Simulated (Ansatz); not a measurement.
Species: C$_{2}$H$_{6}$Al, SMILES `[CH3][Al][CH3]` (charge 0, multiplicity 2), formula C2H6Al.

Problem. How many basis functions does frozen-core CCSD(T)/cc-pVTZ // PBE0-D4/def2-TZVP in Ansatz (a quantum-chemistry and plane-wave program) use, how many core orbitals are frozen, and how many electrons are correlated?

Solution. 178 basis functions and 7 frozen orbitals, which leaves 17 correlated electrons. Core time is of the order of minutes.
